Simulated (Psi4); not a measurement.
C₆H₁₁O, doublet, geometry from GFN2-xTB; PBE/aug-pcseg-1 in Psi4 1.11.

Input for Psi4:
```
memory 2 GB

molecule mol {
0 2
  C    -0.975113    1.580979   -0.942033
  C    -0.962320    0.535226    0.110855
  C    -1.972279   -0.547389    0.090582
  C     0.153447    0.422744    1.075148
  C     1.003495   -0.561588    0.275716
  C     2.073049    0.068607   -0.578981
  O     0.775138   -1.754800    0.283907
  H    -1.969070    2.028752   -1.007776
  H    -0.256626    2.370870   -0.733048
  H    -0.757602    1.163877   -1.931766
  H    -2.621787   -0.472754   -0.777751
  H    -2.589349   -0.529728    0.993329
  H    -1.467994   -1.520467    0.079468
  H    -0.161809   -0.033175    2.013891
  H     0.674219    1.361812    1.249294
  H     1.659564    0.858654   -1.199860
  H     2.533238   -0.687463   -1.210241
  H     2.834436    0.506553    0.065476
}

set basis aug-pcseg-1
set reference uks

energy('pbe')
print_variables()
```

The log (banner, timings and long lists left out):

```
   => Loading Basis Set <=

    Name: AUG-PCSEG-1
    Role: ORBITAL
    Keyword: BASIS

         ---------------------------------------------------------
                                   SCF
               by Justin Turney, Rob Parrish, Andy Simmonett
                          and Daniel G. A. Smith
                              UKS Reference
         ---------------------------------------------------------

  ==> Geometry <==

    Molecular point group: c1
    Full point group: C1

    Geometry (in Angstrom), charge = 0, multiplicity = 2:

       Center              X                  Y                   Z               Mass
    ------------   -----------------  -----------------  -----------------  -----------------
         C           -0.996330221457     1.631427676159    -0.966642025369    12.000000000000
         C           -0.983537221457     0.585674676159     0.086245974631    12.000000000000
         C           -1.993496221457    -0.496940323841     0.065972974631    12.000000000000
         C            0.132229778543     0.473192676159     1.050538974631    12.000000000000
         C            0.982277778543    -0.511139323841     0.251106974631    12.000000000000
         C            2.051831778543     0.119055676159    -0.603590025369    12.000000000000
         O            0.753920778543    -1.704351323841     0.259297974631    15.994914619570
         H           -1.990287221457     2.079200676159    -1.032385025369     1.007825032230
         H           -0.277843221457     2.421318676159    -0.757657025369     1.007825032230
         H           -0.778819221457     1.214325676159    -1.956375025369     1.007825032230
         H           -2.643004221457    -0.422305323841    -0.802360025369     1.007825032230
         H           -2.610566221457    -0.479279323841     0.968719974631     1.007825032230
         H           -1.489211221457    -1.470018323841     0.054858974631     1.007825032230
         H           -0.183026221457     0.017273676159     1.989281974631     1.007825032230
         H            0.653001778543     1.412260676159     1.224684974631     1.007825032230
         H            1.638346778543     0.909102676159    -1.224469025369     1.007825032230
         H            2.512020778543    -0.637014323841    -1.234850025369     1.007825032230
         H            2.813218778543     0.557001676159     0.040866974631     1.007825032230

  Running in c1 symmetry.

  Rotational constants: A =      0.12055  B =      0.07265  C =      0.05588 [cm^-1]
  Rotational constants: A =   3614.04129  B =   2177.93062  C =   1675.28804 [MHz]
  Nuclear repulsion =  311.255805450939249

  Charge       = 0
  Multiplicity = 2
  Electrons    = 55
  Nalpha       = 28
  Nbeta        = 27

  ==> Algorithm <==

  SCF Algorithm Type is DF.
  DIIS enabled.
  MOM disabled.
  Fractional occupation disabled.
  Guess Type is SAD.
  Energy threshold   = 1.00e-06
  Density threshold  = 1.00e-06
  Integral threshold = 1.00e-12

  ==> Primary Basis <==

  Basis Set: AUG-PCSEG-1
    Blend: AUG-PCSEG-1
    Number of shells: 118
    Number of basis functions: 260
    Number of Cartesian functions: 274
    Spherical Harmonics?: true
    Max angular momentum: 2

  ==> DFT Potential <==

   => LibXC <=

    Version 7.1.2
    S. Lehtola, C. Steigemann, M. J. T. Oliveira, and M. A. L. Marques,  SoftwareX 7, 1–5 (2018) (10.1016/j.softx.2017.11.002)

   => Composite Functional: PBE <=

    PBE GGA Exchange-Correlation Functional

    J.P. Perdew et. al., Phys. Rev. Lett., 77(18), 3865-3868, 1996

    Deriv               =              1
    GGA                 =           TRUE
    Meta                =          FALSE

    Exchange Hybrid     =          FALSE
    MP2 Hybrid          =          FALSE

   => Exchange Functionals <=

    1.0000     XC_GGA_X_PBE

   => Correlation Functionals <=

    1.0000     XC_GGA_C_PBE

   => LibXC Density Thresholds  <==

    XC_GGA_C_PBE:  1.00E-12
    XC_GGA_X_PBE:  1.00E-15

[...]

   -------------------------
    Irrep   Nso     Nmo
   -------------------------
     A        260     260
   -------------------------
    Total     260     260
   -------------------------

  ==> Iterations <==

                           Total Energy        Delta E     RMS |[F,P]|

   @DF-UKS iter SAD:  -309.15726493396295   -3.09157e+02   0.00000e+00
   @DF-UKS iter   1:  -308.87919215656819    2.78073e-01   5.49160e-03 ADIIS/DIIS
   @DF-UKS iter   2:  -304.16337926405197    4.71581e+00   1.15598e-02 ADIIS/DIIS
   @DF-UKS iter   3:  -309.77901191418016   -5.61563e+00   2.42471e-03 ADIIS/DIIS
   @DF-UKS iter   4:  -309.90654006838474   -1.27528e-01   1.43736e-03 ADIIS/DIIS
   @DF-UKS iter   5:  -309.95574851399425   -4.92084e-02   8.80427e-04 ADIIS/DIIS
   @DF-UKS iter   6:  -309.98291222868329   -2.71637e-02   2.12646e-04 ADIIS/DIIS
   @DF-UKS iter   7:  -309.98346120792820   -5.48979e-04   1.58771e-04 ADIIS/DIIS
   @DF-UKS iter   8:  -309.98419088602736   -7.29678e-04   2.10533e-05 DIIS
   @DF-UKS iter   9:  -309.98420501251280   -1.41265e-05   9.49258e-06 DIIS
   @DF-UKS iter  10:  -309.98420799213085   -2.97962e-06   3.44810e-06 DIIS
   @DF-UKS iter  11:  -309.98420850192724   -5.09796e-07   5.49120e-07 DIIS
  Energy and wave function converged.

  ==> Post-Iterations <==

   Electrons on quadrature grid:
      Nalpha   =   28.0000703461 ; deviation = 7.035e-05
      Nbeta    =   27.0000519024 ; deviation = 5.190e-05
      Ntotal   =   55.0001222485 ; deviation = 1.222e-04

   @Spin Contamination Metric:   4.682333754E-03
   @S^2 Expected:                7.500000000E-01
   @S^2 Observed:                7.546823338E-01
   @S   Expected:                5.000000000E-01
   @S   Observed:                5.000000000E-01

    Orbital Energies [Eh]
    ---------------------

    Alpha Occupied:

[...]
      28A     -0.143355

    Alpha Virtual:

[...]
     260A      3.399815

    Beta Occupied:

[...]
    Beta Virtual:

[...]
    Final Occupation by Irrep:
              A
    DOCC [    27 ]
    SOCC [     1 ]
    NA   [    28 ]
    NB   [    27 ]

  @DF-UKS Final Energy:  -309.98420850192724

   => Energetics <=

    Nuclear Repulsion Energy =            311.2558054509392491
    One-Electron Energy =               -1035.5224088097788808
    Two-Electron Energy =                 459.1170775335073699
    DFT Exchange-Correlation Energy =     -44.8346826765950226
    Empirical Dispersion Energy =           0.0000000000000000
    VV10 Nonlocal Energy =                  0.0000000000000000
    Total Energy =                       -309.9842085019272417

  UHF NO Occupations:
  HONO-2 :   26  A 1.9993589
  HONO-1 :   27  A 1.9987260
  HONO-0 :   28  A 1.0000000
  LUNO+0 :   29  A 0.0012740
  LUNO+1 :   30  A 0.0006411
  LUNO+2 :   31  A 0.0001118
  LUNO+3 :   32  A 0.0001043

Computation Completed

Properties will be evaluated at   0.000000,   0.000000,   0.000000 [a0]

Properties computed using the SCF density matrix

 Multipole Moments:

 ------------------------------------------------------------------------------------
     Multipole            Electronic (a.u.)      Nuclear  (a.u.)        Total (a.u.)
 ------------------------------------------------------------------------------------

 L = 1.  Multiply by 2.5417464519 to convert [e a0] to [Debye]
 Dipole X            :          2.1278744           -2.2052144           -0.0773399
 Dipole Y            :         -4.1117465            5.2433894            1.1316429
 Dipole Z            :          2.4333922           -2.5577488           -0.1243566
 Magnitude           :                                                    1.1410792

 ------------------------------------------------------------------------------------

  Variable Map:
  ----------------------------------------------------------------------------
[...]
  Array Variable Map:
  ----------------------------------------------------------------------------
[...]
[...]
```
